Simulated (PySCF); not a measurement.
Compound: C9H10N2.
Atom-mapped SMILES: `[CH3:1][CH2:2][c:3]1[cH:4][cH:5][cH:6][n:7]2[cH:8][cH:9][n:10][c:11]12` (hydrogens: H12, H13, H14 on C1; H15, H16 on C2; H17 on C4; H18 on C5; H19 on C6; H20 on C8; H21 on C9)

Computed, not measured: PBE0-D3(BJ)/def2-SVP geometry optimisation, gas phase in PySCF 2.14.0.

Task: List the bond lengths, angles and torsions at this level.

Result: 
```tsv
bond	length (Å)	order
C1–C2	1.527	single
C2–C3	1.499	single
C3–C4	1.376	aromatic
C4–C5	1.422	aromatic
C5–C6	1.364	aromatic
C6–N7	1.368	aromatic
N7–C8	1.373	aromatic
C8–C9	1.381	aromatic
C9–N10	1.354	aromatic
N10–C11	1.325	aromatic
C3–C11	1.422	aromatic
N7–C11	1.398	aromatic
C1–H12, C1–H13, C1–H14	1.100	single
C2–H15, C2–H16	1.102	single
C4–H17	1.093	single
C5–H18	1.091	single
C6–H19	1.090	single
C8–H20	1.086	single
C9–H21	1.090	single
```

Bonds in one row agree within 0.01 Å and their mean is given. Orders are formal, as drawn. A selection of angles:
```tsv
angle	degrees
C2–C1–H12	111.2
C2–C1–H13	110.3
H12–C1–H13	108.4
C1–C2–C3	113.0
C1–C2–H15	108.9
C3–C2–H15	108.4
C3–C2–H16	108.8
H15–C2–H16	107.3
C2–C3–C4	123.7
C2–C3–C11	118.6
C4–C3–C11	117.7
C3–C4–C5	121.3
C3–C4–H17	119.4
C5–C4–H17	119.3
C4–C5–C6	120.4
C4–C5–H18	120.5
C6–C5–H18	119.1
C5–C6–N7	119.0
C5–C6–H19	124.3
N7–C6–H19	116.8
C6–N7–C8	131.2
C6–N7–C11	122.3
C8–N7–C11	106.5
N7–C8–C9	105.2
N7–C8–H20	122.2
C9–C8–H20	132.6
C8–C9–N10	111.8
C8–C9–H21	126.6
N10–C9–H21	121.6
C9–N10–C11	105.5
C3–C11–N10	129.7
C3–C11–N7	119.3
N7–C11–N10	111.0
```

Torsions: C1–C2–C3–C4 107° (anticlinal). The mirror-image conformer, all signs reversed, is as good.

The 6-membered ring C3–C4–C5–C6–N7–C11 has internal angles of 117.7° to 122.3°; it is planar, 0.00 Å rms from its mean plane, widest ring torsion 0°. The 5-membered ring N7–C8–C9–N10–C11 has internal angles of 105.2° to 111.8° (sum 540°, against 540° for a flat polygon); it is planar, 0.00 Å rms from its mean plane, widest ring torsion 0°. Of the pairs four or more bonds apart, N10···H13 is among the closest relative to their van der Waals radii: 2.73 Å, 99 % of the sum of Bondi's values. The 5 C–N bonds span 1.325 Å (N10–C11, aromatic) to 1.398 Å (N7–C11, aromatic), a spread of 0.073 Å. N7 (pyrrole-type nitrogen) is planar (angles 131.2°, 122.3° and 106.5°, sum 360.0°, 0.00 Å off the plane of its three neighbours). The C–C distances run from 1.364 Å (C5–C6, aromatic) to 1.527 Å (C1–C2, drawn single), a spread of 0.163 Å.

Point group: C1 (no symmetry element, even within 0.4 Å). Whether it is a minimum is left open (no frequencies). One conformer, not necessarily the lowest.
